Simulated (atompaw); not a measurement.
# Bi: from the effect back to the setting (PAW (atompaw))

Base potential:

atompaw 4.2.0.5 input, output lines left out:

```
Bi 83
GGA-PBE scalarrelativistic loggrid 2001 logderivrange -4 5 226
6 6 5 4 0 0
6 0 1.75
6 1 3.25
0 0 0
c
c
c
c
c
v
c
c
c
c
v
c
c
v
c
3
2.75 2.40 1.85 1.95
y
-0.6
n
y
0.4
n
y
-0.95
n
y
-0.1
n
custom polynom2 7 10 vanderbiltortho sinc
4 0 ultrasoft
1.75
1.75
2.75
2.75
2.75
2.75
2.75
```

Cutoffs, loose and tight: the cutoffs (Ry, on a coarse ladder) from which the occupation-weighted sum of valence levels, in a spherical-Bessel basis at the reference potential, stays within 10 and 1 mRy of its value at 400 Ry. They see the waves, projectors and local potential, not the compensation charge or the core.

Only the scale of all radii (base = 1) is moved:

```json
{"scale of all radii (base = 1)": "0.75", "cutoff, loose": "25 Ry", "cutoff, tight": "100 Ry", "bound ghosts": "s, p, f"}
{"scale of all radii (base = 1)": "0.83", "cutoff, loose": "25 Ry", "cutoff, tight": "90 Ry", "bound ghosts": "s, p, f"}
{"scale of all radii (base = 1)": "0.9", "cutoff, loose": "35 Ry", "cutoff, tight": "80 Ry", "bound ghosts": "s, f"}
{"scale of all radii (base = 1)": "0.95", "cutoff, loose": "35 Ry", "cutoff, tight": "70 Ry", "bound ghosts": "s, f"}
{"scale of all radii (base = 1)": "1", "cutoff, loose": "30 Ry", "cutoff, tight": "60 Ry", "bound ghosts": "s"}
{"scale of all radii (base = 1)": "1.09", "cutoff, loose": "21 Ry", "cutoff, tight": "45 Ry", "bound ghosts": "s"}
{"scale of all radii (base = 1)": "1.21", "cutoff, loose": "12 Ry", "cutoff, tight": "30 Ry", "bound ghosts": "none"}
{"scale of all radii (base = 1)": "1.29", "cutoff, loose": "10 Ry", "cutoff, tight": "25 Ry", "bound ghosts": "none"}
```

Problem. One more run gave cutoff, loose: 15 Ry; cutoff, tight: 35 Ry; bound ghosts: s. Which value of the scale of all radii (base = 1) was used?

Solution. 1.16. The tight cutoff moves one way along this sweep, from 100 Ry at 0.75 to 25 Ry at 1.29, which places the run between 1.09 and 1.21.
